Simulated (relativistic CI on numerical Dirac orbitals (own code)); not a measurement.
## Energy levels of Os²¹⁺

Computed by Dirac-Coulomb-Breit CI, orbitals from a KLI potential per configuration, model QED, unscaled Slater integrals (own radial code, finite nucleus).

Configurations in the expansion (outside the closed core [Ar] 3d10 4d10): 4s2 4p6 4f9, 4s2 4p6 4f8 5s, 4s2 4p6 4f8 5p, 4s2 4p6 4f7 5s 5p, 4s2 4p5 4f10, 4s2 4p6 4f8 6s, 4s2 4p6 4f7 5s2, 4s2 4p6 4f6 5s2 5p, 4s2 4p6 4f6 5s2 6s, 4p6 4f11, 4p5 4f12. Double excitations out of closed p, d and f shells are left out; levels of such configurations are missing from the list, as are those of other unlisted configurations, and high levels can miss mixing partners.

The lowest level is 4s2 4p6 4f9 6H°_15/2, with 81 % of that term; Hund's rules for 4s2 4p6 4f9 give 6H° with J = 15/2, in agreement.

```csv
No.,Configuration,Term,J,E (cm⁻¹),%,Next component (%),Lifetime (s)
1,4s2 4p6 4f9,6H°,15/2,0.0,81,17 4I°,
2,4s2 4p6 4f9,6H°,13/2,16056.7,89,9 4I°,5.12e-03
3,4s2 4p6 4f9,6F°,11/2,20226.5,41,33 6H°,4.35e-01
4,4s2 4p6 4f9,6F°,9/2,22219.0,41,35 4F°,3.04e+02
5,4s2 4p6 4f9,6H°,11/2,26481.2,45,45 6F°,1.88e-02
6,4s2 4p6 4f9,6H°,9/2,30435.1,63,18 6F°,1.33e-02
7,4s2 4p6 4f9,6F°,7/2,34037.9,40,29 6H°,1.02e-02
8,4s2 4p6 4f9,6H°,7/2,35786.2,44,35 6F°,5.11e-02
9,4s2 4p6 4f9,6H°,5/2,38858.0,66,20 4G°,1.27e-01
10,4s2 4p6 4f9,6F°,3/2,39011.1,50,27 4D°,
11,4s2 4p6 4f9,6F°,5/2,41026.9,72,12 4D°,5.45e-02
12,4s2 4p6 4f9,2K°,15/2,43698.5,24,24 4I°,1.80e-03
13,4s2 4p6 4f9,6F°,1/2,44233.9,69,27 4D°,6.12e-02
14,4s2 4p6 4f9,6F°,9/2,53149.4,33,30 4F°,1.39e-03
15,4s2 4p6 4f9,4M°,21/2,54354.2,83,16 2N°,
16,4s2 4p6 4f9,4K°,17/2,54497.0,48,25 4L°,1.86e-02
17,4s2 4p6 4f9,4G°,11/2,55811.1,65,17 6H°,9.65e-04
18,4s2 4p6 4f9,4L°,19/2,57262.9,50,38 4M°,1.57e+00
19,4s2 4p6 4f9,4I°,13/2,60577.9,45,25 4K°,1.78e-03
20,4s2 4p6 4f9,6F°,3/2,62232.0,34,25 2P°,2.48e-03
21,4s2 4p6 4f9,4F°,7/2,64722.0,30,29 4D°,2.33e-03
22,4s2 4p6 4f9,4P°,5/2,65543.2,40,27 6P°,6.60e-03
23,4s2 4p6 4f9,4I°,11/2,67066.5,49,15 2H°,2.76e-03
24,4s2 4p6 4f9,4M°,15/2,69273.3,42,26 4I°,1.68e-03
25,4s2 4p6 4f9,4I°,9/2,71703.2,26,21 2H°,2.18e-03
26,4s2 4p6 4f9,4K°,15/2,73779.6,44,18 2K°,4.54e-03
27,4s2 4p6 4f9,4I°,9/2,74231.2,43,17 4H°,5.24e-03
28,4s2 4p6 4f9,4M°,17/2,75029.0,59,36 4K°,4.62e-03
29,4s2 4p6 4f9,4D°,5/2,76332.6,48,28 4F°,1.23e-03
30,4s2 4p6 4f9,2F°,7/2,76832.8,36,28 4F°,1.30e-03
```

Energies count from the lowest computed level; ° marks odd parity; lifetimes are radiative, by E1, M1, E2, M2, E3 decay to levels of this space only; some are left blank where a channel outside the calculation adds to the decay or the decay crosses a small, uncertain gap.

The mean weight of the leading LS term, summed over parents, in these 30 levels is 50 %, and that of the leading jj configuration (from the same eigenvectors) 57 %.

At this charge energies of transitions that change n are usually good to better than 1 %, and those within a shell (Δn = 0) to a few per cent. Terms inside the open d or f shell come out 10 to 20 % too wide with unscaled integrals.

LS names give the leading component of a level, which can be under half, so a name can repeat, a term be missing and a line seem to break the LS rules.
